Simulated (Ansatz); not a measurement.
This geometry of CH6AlNS + H2 (12 atoms, charge 0, multiplicity 1) is a first-order saddle point.

Computed with RKS BLYP/def2-SVP in Ansatz.

```xyz
12
Properties=species:S:1:pos:R:3
Al -0.188 0.283 0.004
S 2.089 0.561 1.056
C -0.452 -1.605 -0.484
N -0.681 1.696 -0.992
H 0.581 0.718 1.688
H -0.555 0.672 1.651
H 2.167 -0.734 1.481
H -1.524 -1.817 -0.679
H -0.111 -2.301 0.311
H 0.111 -1.862 -1.408
H -0.905 2.623 -0.622
H -0.533 1.764 -2.004
```

Task: Which two structures does it join? (They come from a converged band through this point; their orientation in space is the band's.)

Result: Bonds broken: H5–H6. Bonds formed: Al1–H6, S2–H5. CH6AlNS + H2 becomes CH6AlN + H2S.

First end point:

```xyz
12
Properties=species:S:1:pos:R:3
Al 0.217 0.288 -0.618
S 1.989 0.833 0.626
C -0.466 -1.554 -0.750
N -0.545 1.651 -1.488
H 0.218 0.512 3.234
H -0.219 0.340 3.841
H 2.214 -0.452 1.024
H -1.359 -1.622 -1.405
H -0.750 -1.949 0.249
H 0.304 -2.242 -1.160
H -0.232 2.626 -1.468
H -1.372 1.570 -2.085
```

Last end point:

```xyz
12
Properties=species:S:1:pos:R:3
Al -0.639 0.220 0.121
S 2.141 0.181 1.084
C -0.514 -1.593 -0.668
N -0.704 1.653 -0.971
H 1.995 1.324 1.814
H -1.163 0.487 1.612
H 1.850 -0.603 2.163
H -1.526 -1.963 -0.946
H -0.088 -2.340 0.035
H 0.101 -1.620 -1.593
H -0.955 2.601 -0.676
H -0.499 1.654 -1.974
```

Task: How far does it lie above each of them?

Result: 1.15 eV above the first and 0.49 eV above the second. This is the barrier of this one path; another mechanism may lie lower. The orbitals stay closed-shell, which can raise the energy where a bond breaks towards radicals; this wasn't checked here.

The run took 2.8 min on 2 threads of Arm Neoverse V2 (shared host), peak memory 0.29 GiB.
